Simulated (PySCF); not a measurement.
System: CH3 (anion, charge -1), singlet: umbrella (inversion) coordinate, bond length relaxed. Scanned: angle between the C-H bonds and the threefold axis (90 = planar). Other coordinates (C-H bond length) were minimised at PBE0/def2-TZVP.

Computed with: PBE/aug-cc-pVDZ (PySCF); M06-2X/aug-cc-pVDZ (PySCF); CCSD(T) on RHF/aug-cc-pVDZ, 1 core orbital frozen (PySCF).

Energies relative to the lowest point of each profile, in kJ/mol; the last columns give the difference from CCSD(T):

```csv
a / °,PBE,M06-2X,CCSD(T),PBE − CCSD(T),M06-2X − CCSD(T)
90,11.4,12.1,13.6,-2.2,-1.5
93,10.9,11.7,13.1,-2.1,-1.4
96,9.6,10.3,11.5,-1.9,-1.1
99,7.6,8.2,9.0,-1.5,-0.8
102,5.1,5.7,6.1,-1.0,-0.4
105,2.7,3.1,3.2,-0.5,-0.2
108,0.8,0.9,1.0,-0.2,0.0
111,0.0,0.0,0.0,0.0,0.0
114,0.9,0.9,1.0,-0.1,-0.1
117,4.1,4.4,4.6,-0.4,-0.2
120,10.3,11.1,11.4,-1.1,-0.3
123,20.1,21.6,22.1,-2.0,-0.5
126,34.0,36.5,37.1,-3.1,-0.6
129,52.6,56.5,57.0,-4.3,-0.5
132,76.7,82.0,82.3,-5.7,-0.3
```

PBE is furthest from CCSD(T) at 132 (-5.7 kJ/mol, below); its mean absolute difference over the points is 1.7 kJ/mol.

M06-2X is furthest from CCSD(T) at 90 (-1.5 kJ/mol, below); its mean absolute difference over the points is 0.5 kJ/mol.
